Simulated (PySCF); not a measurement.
Identify the unknown among the candidates.

All candidates are C5H3N3.

| technique | computed result |
| --- | --- |
| Rotational structure | rotational constants A, B, C: 6.280, 1.621, 1.289 GHz [GFN2-xTB] |
| 1H NMR | chemical shifts (computed TMS as zero) by class: 9.75 (1 H), 9.25 (1 H), 7.71 (1 H) ppm [GIAO PBE0/pcSseg-1] |
| 13C NMR | chemical shifts (computed TMS as zero) by class: 165.7 (1 C), 164.7 (1 C), 147.6 (1 C), 132.9 (1 C), 121.7 (1 C) ppm [GIAO PBE0/pcSseg-1] |
| Dipole | 3.48 D [PBE0/pcSseg-1] |
| NMR, other nuclei | isotropic shieldings of nuclei other than C and H, by class: -78 (1 N), -70 (1 N), -56 (1 N) ppm [GIAO PBE0/pcSseg-1] |

Electronic properties: PySCF, gas phase, density fitting. Levels stand in brackets. Isolated species at its GFN2-xTB geometry, gas phase. Each NMR value is the plain mean over a class of atoms that symmetry, rotation or inversion makes alike.

Task: Which candidate is it?
A. `C#Cc1ccnnn1`
B. `N#Cc1ccncn1`
C. `CC(C#N)(C#N)C#N`

Result: B. It is `N#Cc1ccncn1`. Numbering: `[N:1]#[C:2][c:3]1[cH:4][cH:5][n:6][cH:7][n:8]1`. Its formula, C5H3N3, gives 6 degrees of unsaturation: 1 ring and 5 π bonds in the structure found (Kekulé form). 5 carbons fall into 5 classes; from least to most shielded: aromatic CH next to a ring nitrogen [C7] (165.7 ppm), aromatic CH next to a ring nitrogen [C5] (164.7 ppm), substituted aromatic carbon [C3] (147.6 ppm), aromatic CH carbon [C4] (132.9 ppm), nitrile carbon [C2] (121.7 ppm). Hydrogen classes from least to most shielded: 1 H on an aromatic CH next to a ring nitrogen, C7 (9.75 ppm), 1 H on an aromatic CH next to a ring nitrogen, C5 (9.25 ppm), 1 H on an aromatic CH carbon, C4 (7.71 ppm). The other shieldings belong to: -78 ppm, pyridine-type nitrogen [N6]; -70 ppm, pyridine-type nitrogen [N8]; -56 ppm, nitrile nitrogen [N1]. The optimised geometry has point group Cs and is an asymmetric top.

The others, at the same levels:
- `C#Cc1ccnnn1` fails: its computed 13C shifts are 152.4 (1 C), 148.7 (1 C), 127.4 (1 C), 98.1 (1 C), 85.1 (1 C) ppm and 1H shifts are 9.24 (1 H), 7.39 (1 H), 3.42 (1 H) ppm.
- `CC(C#N)(C#N)C#N` fails: it has 3 carbon classes against 5; its computed 13C shifts are 115.4 (3 C), 28.1 (1 C), 19.3 (1 C) ppm, 1H shifts are 2.14 (3 H) ppm and rotational constant A is 2.167 GHz (against 6.280 GHz).
